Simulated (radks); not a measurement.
The numbers below are computed, except where a source is named.
Ta41+, 32 electrons, occupied as [Ar] 3d10 4s2 4p2 (the NIST ground configuration).

Code: a radial shooting solver on a logarithmic mesh with Libxc functionals. Model: Dirac Kohn-Sham, BLYP, spin-unpolarised, spherical densities, finite nucleus; open shells fill j = l - 1/2 first; Fermi nuclear charge, rms radius 5.3507 fm.

Energy parts (eV):
| part | energy |
|---|---|
| total | -395843.25 |
| kinetic | 447756.96 |
| electron-nucleus | -919597.43 |
| Hartree | 82662.41 |
| exchange-correlation | -6665.19 |

Orbitals (lengths in bohr, moments of r in powers of bohr):
| orbital | occ. | eigenvalue (eV) | <1/r> |
|---|---|---|---|
| 1s1/2 | 2 | -69190.70 | 85.40 |
| 2s1/2 | 2 | -13457.33 | 20.77 |
| 2p1/2 | 2 | -12955.11 | 20.74 |
| 2p3/2 | 4 | -11680.87 | 17.52 |
| 3s1/2 | 2 | -4469.422 | 7.747 |
| 3p1/2 | 2 | -4249.895 | 7.664 |
| 3p3/2 | 4 | -3965.428 | 6.839 |
| 3d3/2 | 4 | -3601.702 | 6.722 |
| 3d5/2 | 6 | -3538.888 | 6.526 |
| 4s1/2 | 2 | -2126.361 | 3.738 |
| 4p1/2 | 2 | -2032.700 | 3.672 |
| 4p3/2 | 0 | -1939.919 | 3.394 |

The highest occupied level is 4p1/2 at -2032.7 eV. The electron density at the nucleus is 1.317e+06 e/bohr^3.
